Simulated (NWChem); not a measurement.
System: CH₇NSi₂; SMILES C1[SiH2]N[SiH2]1

The following NWChem deck was run.

```
start job
memory heap 200 mb stack 900 mb global 1100 mb
geometry units angstroms noautoz
  C      0.000000     0.000000     1.333121
  Si     1.309912     0.000000    -0.054191
  N      0.000000     0.000000    -1.234365
  Si    -1.309912     0.000000    -0.054191
  H      0.000000     0.901333     1.976605
  H      0.000000    -0.901333     1.976605
  H      2.205340    -1.215146    -0.094928
  H      2.205340     1.215146    -0.094928
  H      0.000000     0.000000    -2.254753
  H     -2.205340     1.215146    -0.094928
  H     -2.205340    -1.215146    -0.094928
end
basis spherical
  * library def2-svp
end
dft
  xc hfexch
  iterations 150
  mulliken
end
task dft energy
```

All runs use the structure optimised with PBE-D3(BJ)/def2-SVP.

Question: Predict the main results of this run. (Hartree-Fock/def2-SVP.) Quantities: energy (Ha); highest occupied level (eV); orbital gap (eV); dipole (D).

Answer: energy (Ha): -674.05
highest occupied level (eV): -10.49
orbital gap (eV): 13.95
dipole (D): 0.37
